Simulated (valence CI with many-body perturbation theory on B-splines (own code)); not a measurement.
## Pd30+: key properties

Computed by relativistic CI+MBPT: six valence electrons over a frozen Dirac-Fock core [Ne], radial functions for each j: 9 s, 9 p, 8 d, 6 f, 3 g, 1 h, with the one-electron correlation potential Σ1, the two-electron term Σ2, the three-electron term Σ3, Breit, model QED; selected CI, second order for the rest, scaled by the run's own slope (own B-spline code, finite nucleus).

The last digits are not significant, and no measured levels were compared; by estimate large intervals hold to a few tenths of a per cent, small ones and those within an open d or f shell to about a per cent. Among the levels kept, up to 1500 cm⁻¹ of a level comes from second order outside the variational space, and about a tenth of that is noise between levels of different J, which matters for small intervals.

Levels are named by their leading jj configuration (3d3/2^4 stands for four electrons in 3d with j = 3/2), which in mixed levels can hold well under half, so a name can repeat and another be missing.

Rates and lifetimes use the calculated energies. Strong lines usually hold to 10 to 20 %, long lifetimes can be off by a factor of two.

(1) What is the ground level?

(2) What is the ionisation energy?

(3) Among levels below 1602000 cm⁻¹, which E1 lines absorb most strongly from the ground level?

(4) What are the static dipole polarisabilities of the lowest levels?

(5) How well does LS coupling describe the low levels?

(6) Where does the other parity begin?

(7) Name the longest-lived excited levels whose lifetime is computed, and their main decay.

Results:

(1) (3s^2 3p1/2^2 3p3/2^2) J=2, composition 74 % 3s2 3p4 3P + 24 % 3s2 3p4 1D, g = 1.374.

(2) 1784.7 eV; NIST lists 1781.3 ± 2.3 eV (semi-empirical).

(3) to (3s^2 3p1/2 3p3/2^2 3d3/2) J=3 at 6.771 nm, f = 0.298; to (3s^2 3p1/2 3p3/2^2 3d5/2) J=2 at 6.790 nm, f = 0.117; to (3s^2 3p1/2 3p3/2^2 3d3/2) J=1 at 6.600 nm, f = 0.117.

(4) (3s^2 3p1/2^2 3p3/2^2) J=2 0.0276 (tensor 0.00069); (3s^2 3p1/2^2 3p3/2^2) J=0 0.0274; (3s^2 3p1/2 3p3/2^3) J=1 0.0293 (tensor -0.0011); (3s^2 3p1/2 3p3/2^3) J=2 0.0291 (tensor -0.0028) bohr³, of which the core gives 0.000391.

(5) Among the lowest 20 levels the leading LS term, summed over configurations, holds 56 % on average. For single configurations the figures are 50 % in LS and 74 % in jj coupling. Terms mix most in the J = 3 level at 1181900 cm⁻¹, where the leading one holds 30 %.

(6) At (3s 3p1/2^2 3p3/2^3) J=2, 944280 cm⁻¹.

(7) (3s^2 3p1/2^2 3p3/2^2) J=0 at 79040 cm⁻¹ lives 275 ms, mostly by E2 to (3s^2 3p1/2^2 3p3/2^2) J=2; (3s^2 3p1/2^2 3p3/2 3d5/2) J=4 at 1082400 cm⁻¹ lives 279 μs, mostly by M1 to (3s^2 3p1/2^2 3p3/2 3d3/2) J=3; (3s^2 3p1/2 3p3/2^2 3d5/2) J=4 at 1377200 cm⁻¹ lives 19.9 μs, mostly by M1 to (3s^2 3p1/2^2 3p3/2 3d5/2) J=3.
